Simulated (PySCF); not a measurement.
**Exercise with solution: oscillator strength and radiative lifetime**

H2Sb, SMILES [SbH2+] (connectivity only; charge and spin as stated), charge +1, multiplicity 1.

Geometry: B3LYP-D3(BJ)/def2-TZVPD. The def2 effective core potentials stand for the cores of Sb; spin–orbit coupling is left out.

TDA-PBE/def2-TZVPD in PySCF puts the first singlet state with f over 0.02 at 7.67 eV (vertical), with the transition dipole (0.000, 0.750, 0.000) in atomic units.

Task: Find the oscillator strength, the wavelength and the radiative lifetime that this transition would have in vacuum if emission retraced absorption.

Result: 
|μ|² = 0.5625 au, so |μ| = 1.91 D. ΔE = 7.67/27.211 = 0.2819 hartree. f = (2/3) ΔE |μ|² = 0.106 (the program prints 0.106).
λ = 1239.84/7.67 = 162 nm; ν = 61863 cm⁻¹.
Einstein's coefficient A = 0.6670 ν² f s⁻¹ (ν in cm⁻¹) = 2.7e8 s⁻¹, so τ = 1/A = 3.7 ns. This state is S3; the lower singlets have f = 0.009, 0.000. The figure is the radiative limit of this one transition; relaxation, internal conversion, crossing to triplets and a medium change what is measured.
